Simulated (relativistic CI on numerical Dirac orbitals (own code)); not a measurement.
## Electric-dipole lines of Tc25+

Method of calculation: Dirac-Coulomb-Breit CI, separate exchange-only KLI orbitals for each configuration, a model potential for QED, unscaled Slater integrals (own radial code, finite nucleus).

Configuration list (outside the closed core [Ne]): 3s2 3p6, 3s2 3p5 3d, 3s 3p6 3d, 3s2 3p5 4s, 3s2 3p5 4p, 3s2 3p5 4d, 3s 3p6 4s, 3p6 3d 4p, 3p6 3d2, 3p5 3d3, 3p5 3d2 4s, 3p5 3d2 4p, 3p5 3d2 4d, 3p6 3d 4s, 3p5 3d 4s2, 3p5 3d 4s 4p, 3p5 3d 4s 4d. Double excitations out of closed p, d and f shells are left out; levels of such configurations are missing from the list, as are those of other unlisted configurations, and high levels can miss mixing partners.

```csv
λ vac (Å),Lower,Upper,A (s⁻¹),log gf,S velocity/length
15.774,3s 3p6 3d 3D_3 [16],3p6 3d 4p 3F°_4 [177],2.02e+12,-0.17,0.93
16.752,3s2 3p6 1S_0 [1],3s2 3p5 4d 3D°_1 [160],5.11e+12,-0.19,0.93
17.320,3s2 3p6 1S_0 [1],3s2 3p5 4d 1P°_1 [157],1.03e+13,0.14,0.93
20.000,3s2 3p6 1S_0 [1],3s2 3p5 4s 1P°_1 [46],1.29e+12,-0.63,0.95
67.744,3p6 3d2 3F_2 [18],3p5 3d3 3D°_1 [139],6.65e+11,0.14,0.64
68.523,3p6 3d2 3F_3 [19],3p5 3d3 3D°_2 [141],5.07e+11,0.25,0.64
68.574,3p6 3d2 1D_2 [22],3p5 3d3 1P°_1 [145],5.29e+11,0.05,0.64
69.569,3p6 3d2 3F_4 [20],3p5 3d3 3D°_3 [142],5.83e+11,0.47,0.64
69.791,3s2 3p6 1S_0 [1],3s2 3p5 3d 1P°_1 [13],7.66e+11,0.23,0.63
69.882,3p6 3d2 1G_4 [24],3p5 3d3 1F°_3 [149],7.30e+11,0.57,0.68
70.677,3p6 3d2 3P_2 [25],3p5 3d3 3S°_1 [147],5.37e+11,0.08,0.66
70.680,3p6 3d2 3F_3 [19],3p5 3d3 1F°_3 [135],1.45e+11,-0.12,0.72
71.383,3p6 3d2 1G_4 [24],3p5 3d3 1G°_4 [143],8.02e+11,0.74,0.67
71.999,3p6 3d2 3F_4 [20],3p5 3d3 3F°_4 [136],6.07e+11,0.63,0.71
72.553,3p6 3d2 3F_3 [19],3p5 3d3 3D°_3 [132],2.01e+11,0.05,0.70
73.145,3p6 3d2 3P_2 [25],3p5 3d3 3D°_3 [142],1.99e+11,0.05,0.72
73.293,3p6 3d2 1D_2 [22],3p5 3d3 1F°_3 [135],1.42e+11,-0.10,0.76
73.871,3p6 3d2 1S_0 [26],3p5 3d3 1P°_1 [150],4.93e+11,0.08,0.73
74.446,3p6 3d2 3F_2 [18],3p5 3d3 3F°_2 [123],3.70e+11,0.19,0.70
74.933,3p6 3d2 3P_2 [25],3p5 3d3 3D°_3 [137],1.51e+11,-0.05,0.83
76.451,3p6 3d2 3F_3 [19],3p5 3d3 3F°_3 [122],2.32e+11,0.15,0.69
77.882,3p6 3d2 1G_4 [24],3p5 3d3 1H°_5 [131],1.67e+11,0.22,0.86
79.517,3p6 3d2 1D_2 [22],3p5 3d3 3F°_3 [122],1.56e+11,0.01,0.76
81.027,3p6 3d2 3F_3 [19],3p5 3d3 3G°_4 [106],1.44e+11,0.11,0.89
82.618,3p6 3d2 3F_4 [20],3p5 3d3 1H°_5 [109],8.48e+10,-0.02,0.90
85.654,3p6 3d2 3F_2 [18],3p5 3d3 3G°_3 [87],1.39e+11,0.03,0.87
98.497,3s2 3p5 3d 3D°_3 [8],3s 3p6 3d 1D_2 [17],5.71e+10,-0.38,0.73
98.813,3s2 3p5 3d 3F°_4 [6],3s 3p6 3d 3D_3 [16],1.24e+11,0.10,0.74
100.27,3s2 3p5 3d 3F°_3 [4],3s 3p6 3d 3D_2 [15],1.17e+11,-0.05,0.75
106.14,3s2 3p5 3d 3D°_3 [8],3s 3p6 3d 3D_3 [16],4.14e+10,-0.31,0.85
```

Terms are leading LS components. Brackets give the number of a level in order of energy, since labels repeat. The list gives strong lines, with weight on those to low levels, among the lowest 200 of 1246 levels, so that lines to higher ones, which can be the strongest, are missing. Levels whose partners in the same complex of configurations lie outside the list can be far off, and so can their lines. Rates are taken at the computed energies, electric ones in the length gauge. A velocity-to-length ratio far from 1 marks an uncertain rate.

At this charge energies of transitions that change n are usually good to better than 1 %, and those within a shell (Δn = 0) to a few per cent.

LS names give the leading component of a level, which can be under half, so a name can repeat, a term be missing and a line seem to break the LS rules.
